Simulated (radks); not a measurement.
The neon ion Ne2+, configuration [He] 2s2 2p4. Calculated with a radial shooting solver on a logarithmic mesh with Libxc functionals: non-relativistic Kohn-Sham, Slater X-alpha with alpha = 0.624, spin-polarised, spherical densities, point nucleus; open shells are filled with parallel spins first.

Unscreened Slater integrals over Kohn-Sham orbitals (cm^-1). They are taken over the spin-up orbitals.

integral     value
F0(2p,2p)   249600
F2(2p,2p)   113810
F0(2p,2s)   242780
G1(2p,2s)   146140
F0(2p,1s)   354340
G1(2p,1s)    44325
F0(2s,2s)   238780
F0(2s,1s)   338450
G0(2s,1s)    26489
F0(1s,1s)  1297400

Derived for the open shells (J is the average intra-shell exchange parameter used in DFT+U). 2p: J = F2/5 = 22760 cm^-1; in LS coupling 1D lies 6 F2/25 = 27310 cm^-1 above 3P.
